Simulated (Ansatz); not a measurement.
System: C$_{2}$H$_{7}$Si (charge -1, singlet). It need not be the lowest isomer of its formula. Whether it binds its extra electron was not tested at this geometry. 
Coordinates optimised at B3LYP-D3(BJ)/def2-TZVP (Ansatz, a program for electronic structure):
SMILES: C[SiH-]C
```xyz
10

Si     0.0980     0.7412    -0.0857
C     -1.5385    -0.3432     0.0983
C      1.3819    -0.7548    -0.1230
H      0.2555     1.0462     1.4255
H     -1.7871    -0.8188    -0.8586
H     -1.4551    -1.1392     0.8513
H     -2.3942     0.2864     0.3698
H      1.1952    -1.5127     0.6504
H      1.3459    -1.2604    -1.0960
H      2.4080    -0.3904     0.0059
```
Charge -1, spin multiplicity 1.

Basis-set convergence of Hartree-Fock and CCSD(T) correlation energies (hartree) with Ansatz. Correlated levels leave the core frozen unless marked. No spin-orbit coupling. Non-relativistic. This anion needs diffuse functions, which these sets lack.

```csv
basis,functions,E(HF),"E(corr, CCSD(T))"
cc-pV(D+d)Z,86,-368.70617,-0.47665
cc-pV(T+d)Z,197,-368.74661,-0.57402
cc-pV(Q+d)Z,384,-368.75782,-0.60217
cc-pV(5+d)Z,667,[?],[?]
```

Problem. Complete the blanks.

Solution. 
- cc-pV(5+d)Z, E(HF): -368.76034
- cc-pV(5+d)Z, E(corr, CCSD(T)): -0.61098
